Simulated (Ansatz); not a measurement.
`C[BH][GeH2][F]` + `[NH2][ZnH]` → `C[NH][ZnH]` + `[BH2][GeH2][F]`  (substitution at a C–B bond)

Computed with Ansatz on PBE0-D4/def2-TZVP structures; ΔE is electronic, products minus reactants. CBS: MP2 limit from def2 TZ/QZ plus the TZ coupled-cluster correction, frozen cores. For Ge, Zn outer-core shells are correlated without core-valence functions, which leaves a few kJ/mol of doubt a bond. Scalar relativity is left out up to krypton. One conformer a species, not always the lowest.

```json
{"species": "`C[BH][GeH2][F]`", "MP2/def2-TZVPP energy (Eh)": "-2241.72375"}
{"species": "`[NH2][ZnH]`", "MP2/def2-TZVPP energy (Eh)": "-1834.75227"}
{"species": "`C[NH][ZnH]`", "MP2/def2-TZVPP energy (Eh)": "-1873.95551"}
{"species": "`[BH2][GeH2][F]`", "MP2/def2-TZVPP energy (Eh)": "-2202.48126"}
```

Q: Work out ΔE.

A: ΔE = (-1873.95551) + (-2202.48126) − (-2241.72375) − (-1834.75227) = 0.03925 Eh = +1.07 eV. CCSD(T)/CBS gives +1.06 eV.

Largest T1 diagnostic among the species: 0.016.

In def2-TZVPP, CCSD(T) changes the Hartree–Fock value by +0.10 eV (the triples alone add +0.01 eV) and MP2 by +0.14 eV.
